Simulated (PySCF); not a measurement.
**Ionisation energy of O⁺ by level of theory**

O⁺ [He] 2s2 2p3 (4S) → O²⁺ [He] 2s2 2p2 (3P), as a difference of total energies. Computed with PySCF 2.14 in cc-pVTZ-DK (4s3p2d1f, 30 functions), with scalar relativity by spin-free X2C-1e. Correlated levels: valence: 1s2 frozen. The calculations carry no spin-orbit coupling.

```json
{"method": "UHF", "ionisation energy (eV)": "34.558", "error (eV)": "-0.563"}
{"method": "M06-2X", "ionisation energy (eV)": "35.101", "error (eV)": "-0.020"}
{"method": "BP86", "ionisation energy (eV)": "35.266", "error (eV)": "+0.145"}
{"method": "MP2 (valence)", "ionisation energy (eV)": "35.180", "error (eV)": "+0.059"}
{"method": "SCS-MP2 (valence)", "ionisation energy (eV)": "34.925", "error (eV)": "-0.196"}
{"method": "CCSD (valence)", "ionisation energy (eV)": "35.002", "error (eV)": "-0.119"}
{"method": "CCSD(T) (valence)", "ionisation energy (eV)": "35.010", "error (eV)": "-0.111"}
```

Reference: 35.121 eV (measured; NIST Atomic Spectra Database, ionization energies).

Errors of the correlated levels include the incompleteness of this basis and the frozen core.
